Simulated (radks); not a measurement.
Values are calculated unless marked as measured or tabulated.
Effect of the nuclear size on the chromium ion Cr3+, [Ar] 3d3. Level of theory: Dirac Kohn-Sham, exchange-only LDA, spin-unpolarised, spherical densities, finite nucleus; open shells fill j = l - 1/2 first; Fermi nuclear charge, rms radius 3.6452 fm (a radial shooting solver on a logarithmic mesh with Libxc functionals). The rms radius is varied about that value; shifts are against it.

rms radius (fm)	total energy shift (eV)	density at nucleus (e/bohr^3)	1s1/2 shift (meV)	2s1/2 shift (meV)	3s1/2 shift (meV)
3.1531	-0.0185	1.143e+04	-7.84	-0.682	-0.099
3.3718	-0.0106	1.14e+04	-4.49	-0.391	-0.057
3.6452	0	1.136e+04	0.000	0.000	0.000
3.8748	0.00950	1.134e+04	4.03	0.351	0.051
4.0316	0.0163	1.132e+04	6.92	0.602	0.087

Slopes of the eigenvalues against <r^2> in GHz/fm^2, as finite differences over the two radii next to the reference (eigenvalue slopes, not the field-shift constants of lines): 1s1/2 565, 2s1/2 49.2, 3s1/2 7.13.
